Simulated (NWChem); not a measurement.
**Correlation energy of CCl2**

```
C
Cl 1 1.7189
Cl 1 1.7189 2 109.33
```
Charge 0, spin multiplicity 1.

Program: NWChem. All single points use one geometry, from PBE0/def2-SVP, a minimum by its harmonic frequencies.

Basis set: cc-pVTZ. Each correlation energy counts from its own Hartree-Fock reference.

The correlated methods keep 11 core orbitals frozen. The structure started from a generated list of species. Coupled-cluster values serve here as a point of comparison, not as the truth.

Task: One of these methods gave a correlation energy of -572.9 mHa. Which?
A) CR-CCSD(T)
B) SCS-MP2
C) CCSD+T(CCSD)
D) RI-MP2

Result: A, CR-CCSD(T). The others give -515.2 (RI-MP2), -581.7 (CCSD+T(CCSD)), -505.5 (SCS-MP2).
